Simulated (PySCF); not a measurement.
## A small calculation by hand: chemical shift, span and skew from a shielding tensor

C3H8ClNSi, SMILES N(=C\[Si@H](Cl)C)/C. Atoms are numbered in the order given.

```xyz
14

C      2.9546    -1.3191     0.7901
N      1.7382    -1.0275     0.0863
C      1.1174     0.0522     0.3365
Si    -0.4585     0.3972    -0.6394
C     -1.1884    -1.1942    -1.2630
Cl    -1.7808     1.3598     0.6511
H      3.2468    -0.5411     1.5232
H      3.7712    -1.4517     0.0616
H      2.8489    -2.2844     1.3114
H      1.4960     0.7765     1.0945
H     -0.1699     1.3619    -1.7412
H     -1.5109    -1.8176    -0.4159
H     -2.0495    -1.0168    -1.9233
H     -0.4106    -1.7451    -1.8139
```
Charge 0, spin multiplicity 1.

The structure is a stationary point at PBE0-D3(BJ)/def2-SVP. The structure was generated by enumeration; whether it is a known compound was not checked. Other conformers were not sampled.

GIAO shieldings from HF/pcSseg-1 (PySCF), non-relativistic, no solvent. The symmetric part of the tensor of Si4 has the principal values 345.6, 403.7, 441.7 ppm. The same nucleus in TMS has σ = 393.8 ppm at this level (PySCF, at its B3LYP-D3(BJ)/def2-TZVP geometry). Without spin–orbit terms, shifts of atoms bonded to Cl or Br come out too high.

Work out the isotropic shielding, the ²⁹Si shift against TMS, the span and the skew.


σ(iso) = (σ11 + σ22 + σ33)/3 = 397.0 ppm. δ = σ(ref) − σ(iso) = 393.8 − (397.0) = -3.2 ppm.
Span Ω = σ33 − σ11 = 96.1 ppm. Skew κ = 3(σ(iso) − σ22)/Ω = -0.21. Tumbling in solution averages the tensor to δ; in a static solid the shielding alone would spread this spin-1/2 line over Ω.
